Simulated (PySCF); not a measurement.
## From HF to CCSD(T): MRb along the second period

HF and CCSD(T) in PySCF with def2-SVPD on every atom (core potentials on Rb), for the lowest determinant that a PBE0 search found; no spin–orbit coupling.

```tsv
molecule	state (unpaired electrons)	HF Re (Å)	HF ωe (cm⁻¹)	HF De (eV)	CCSD(T) Re (Å)	CCSD(T) ωe (cm⁻¹)	CCSD(T) De (eV)
RbB	triplet (σ ↑, π ↑)	3.084	258	0.32	3.064	239	0.60
RbC	quartet (σ ↑, π ↑↑)	2.755	330	1.41	2.730	331	1.82
RbN	triplet (π ↑↑)	2.679	336	-1.03	?	?	?
RbF	singlet (closed shell)	2.376	358	3.12	2.382	356	4.81
```

**Question.** Estimate the CCSD(T) values of RbN by adding the mean shift from HF to CCSD(T) of the other rows, and compare with the calculation.

**Answer.** The mean shifts are -1.3 pm, -7 cm⁻¹ and +0.79 eV, which give 2.666 Å, 329 cm⁻¹ and -0.24 eV. CCSD(T)/def2-SVPD gives Re = 2.797 Å, ωe = 221 cm⁻¹, De = 0.31 eV.

**Question.** What are the mean differences of HF from CCSD(T) over the whole series?

**Answer.** Re -2.0 pm, ωe +34 cm⁻¹, De -0.93 eV.

In a basis of this size CCSD(T) is itself not converged; it tends to give bonds that are too long and too weak.

Correlated steps freeze 1 core orbital. UHF and ROHF references stand side by side, which adds small steps between rows. Weak bonds: RbN. Basis-set superposition, not corrected here, can be much of De in a small basis, most of all at correlated wavefunction levels. Spin–orbit coupling is left out. Where the molecule has an RHF reference, its open-shell atoms are computed with UHF. The CCSD T1 diagnostic is raised in RbN, a sign that a single reference may not be enough there. UHF is strongly spin-contaminated for RbN, so the ROHF reference used there is far from stable. A negative De means that the minimum lies above the separated atoms at that level. States were picked by a PBE0 search and need not be the measured ground states.
